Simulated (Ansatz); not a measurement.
Basis-set extrapolation for C2H6S2Si, SMILES `CC1(S)[SiH2]S1` (PBE0-D4/def2-TZVP geometry, frozen core, Ansatz). Multiplicity 1, RHF reference.

```json
{"": "HF", "def2-TZVPP": "-1163.274979", "def2-QZVPP": "-1163.309968"}
{"": "MP2 correlation", "def2-TZVPP": "-0.818359", "def2-QZVPP": "-0.880824"}
{"": "CCSD(T) correlation", "def2-TZVPP": "-0.916706", "def2-QZVPP": "not run"}
```

Energies in hartree. Use E(X) = E(∞) + A·exp(−7.88·√X) for Hartree–Fock and E(X) = E(∞) + B·X^(−2.97) for correlation, with X = 3 and 4, and add CCSD(T) minus MP2 of the smaller set to the MP2 limit.

Question: What is the CCSD(T) energy at the basis-set limit?

Answer: HF limit: -1163.309968 + (-0.034989) × 0.13774 = -1163.31479. MP2 limit: -0.880824 + (-0.062465) × 0.74074 = -0.92709. Higher-order term: -0.916706 − (-0.818359) = -0.09835. Total: -1164.34023 hartree, 390.0 kJ/mol below CCSD(T)/def2-TZVPP.
